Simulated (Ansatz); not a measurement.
Isolated molecules relaxed with PBE0-D4/def2-TZVP in Ansatz; ΔE leaves out vibrations. CCSD(T)/CBS is the MP2 limit (def2-TZVPP, def2-QZVPP) plus CCSD(T) − MP2 in def2-TZVPP, frozen cores. DFT in def2-TZVPP. HSE06 is defined as in plane-wave codes. For Ge outer-core shells are correlated without core-valence functions, which leaves a few kJ/mol of doubt a bond. Scalar relativity is left out up to krypton. One conformer a species, not always the lowest.

`B[BH][GeH3]` + `COC(=N)O` → `BBC(=N)O` + `C[O][GeH3]`  (formal exchange of groups at a B–Ge bond)

`B[BH][GeH3]`:

Cartesian coordinates in Å:
```
B 1.277 0.855 0.783
B -0.254 0.380 0.838
Ge -0.789 -0.726 -0.843
H 2.169 0.152 1.173
H 1.604 1.866 0.224
H -1.124 0.538 1.641
H -1.262 -2.121 -0.392
H 0.339 -0.919 -1.871
H -1.962 -0.025 -1.552
```

`COC(=N)O`:

Cartesian coordinates in Å:
```
C -0.908 -0.504 0.990
O 0.289 -0.811 0.308
C 0.715 0.089 -0.581
N 0.219 1.199 -0.929
O 1.847 -0.370 -1.118
H -1.095 -1.339 1.662
H -1.745 -0.406 0.292
H -0.806 0.415 1.573
H -0.640 1.425 -0.445
H 2.124 0.303 -1.752
```

`BBC(=N)O`:

Cartesian coordinates in Å:
```
B -1.751 0.090 0.864
B -0.114 0.046 0.917
C 0.795 -0.046 -0.363
N 1.490 0.974 -0.633
O 0.670 -1.181 -1.088
H -2.400 -0.911 0.984
H -2.361 1.113 0.738
H 0.452 0.118 1.971
H 1.956 0.941 -1.542
H 1.264 -1.144 -1.850
```

`C[O][GeH3]`:

Z-matrix (Å, degrees):
```
C
O 1 1.406
H 1 1.099 2 112.2
H 1 1.093 2 108.1 3 119.0
H 1 1.099 2 112.2 3 -122.0
Ge 2 1.779 1 117.8 3 61.0
H 6 1.542 2 108.9 1 -59.8
H 6 1.531 2 104.9 1 -180.0
H 6 1.542 2 108.9 1 59.9
```

Q: Is it downhill or uphill in electronic energy at CCSD(T)/CBS, and by how much? (Best estimate.)

A: Computed: Downhill: ΔE = -0.15 eV.

Q: What do these levels give: revPBE-D4, r2SCAN-D4, r2SCAN0-D4, HSE06-D4, BHLYP-D4, ωB97X-V, r2SCAN, r2SCAN0, CAM-B3LYP, HF/def2-TZVPP, MP2/CBS(def2), CCSD/CBS(def2)? (Best estimate.)

A: Computed: revPBE-D4 -0.05, r2SCAN-D4 -0.01, r2SCAN0-D4 0.01, HSE06-D4 0.02, BHLYP-D4 -0.16, ωB97X-V -0.11, r2SCAN -0.01, r2SCAN0 0.01, CAM-B3LYP -0.14, HF/def2-TZVPP -0.25, MP2/CBS(def2) -0.20, CCSD/CBS(def2) -0.16 eV.

Largest T1 diagnostic among the species: 0.015.

Leaving LDA and LC-ωPBE aside and taking each functional with its dispersion term where it has one, the values, not all of them listed here, spread over 0.22 eV, from BLYP-D4 to PBE0-D4. LDA lies +0.22 eV from PBE without D4. In def2-TZVPP, CCSD(T) changes the Hartree–Fock value by +0.10 eV (the triples alone add +0.01 eV) and MP2 by +0.05 eV.
